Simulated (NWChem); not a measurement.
# SnCl$_{3}$ cation; SMILES [Cl][Sn+]([Cl])[Cl]

def2 effective core potentials on Sn; no spin-orbit coupling.

Q: Give the equilibrium geometry at PBE0/def2-SVP with def2 effective core potentials on Sn (NWChem) as a Z-matrix, with the point group.

A: point group D3h; any orientation.
```
Sn
Cl 1 2.2621
Cl 1 2.2621 2 120.00
Cl 1 2.2621 2 120.00 3 180.00
```
